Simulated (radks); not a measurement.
Values are calculated unless marked as measured or tabulated.
The mean radii <r> (bohr) of the occupied orbitals of an atom or ion are listed with their occupations. Code: a radial shooting solver on a logarithmic mesh with Libxc functionals. Model: scalar-relativistic Kohn-Sham, PBEsol, spin-unpolarised, spherical densities, point nucleus.

| orbital | occ. | <r> |
|---|---|---|
| 1s | 2 | 0.01715 |
| 2s | 2 | 0.07236 |
| 2p | 6 | 0.06524 |
| 3s | 2 | 0.1871 |
| 3p | 6 | 0.1882 |
| 3d | 10 | 0.1705 |
| 4s | 2 | 0.4151 |
| 4p | 6 | 0.4420 |
| 4d | 10 | 0.4683 |
| 5s | 2 | 0.9510 |
| 4f | 14 | 0.5161 |
| 5p | 6 | 1.100 |
| 5d | 8 | 1.557 |
| 6f | 1 | 14.57 |

Name the element and its charge.

Answer. Z = 78, platinum, charge +1: Pt+ in [Xe] 4f14 5d8 6f1. The 1s radius gives Z: for a bare nucleus <r> = (2 gamma + 1)/(2Z) with gamma = sqrt(1 - (Z/c)^2), 0.01695 bohr for Z = 78, and screening makes it slightly larger (0.01715 here). The occupations add up to 77, and the charge is Z minus that.
